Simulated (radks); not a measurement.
Coulomb parameter of the 3d shell of the iron ion Fe2+ in the model configuration [Ar] 3d5 4s1, as a second difference U = [E(n + 1) + E(n - 1) - 2 E(n)] / (1)^2 with all orbitals relaxed. "Bare": the charge of the atom changes with n. "Screened": the 4s shell takes up the change at fixed total charge, which measures U(3d,3d) + U(4s,4s) - 2 U(3d,4s). Method: scalar-relativistic Kohn-Sham, BLYP, spin-unpolarised, spherical densities, point nucleus; computed with a radial shooting solver on a logarithmic mesh with Libxc functionals.

case         configuration  E - E(n) (eV)
start         [Ar] 3d5 4s1          0.000
bare +1       [Ar] 3d6 4s1        -23.577
bare -1       [Ar] 3d4 4s1         40.955
screened +1       [Ar] 3d6         -7.196
screened -1   [Ar] 3d4 4s2         11.634

U(bare) = 17.378 eV, U(screened by 4s) = 4.439 eV, against the Slater integral F0(3d,3d) = 24.891 eV with frozen orbitals.
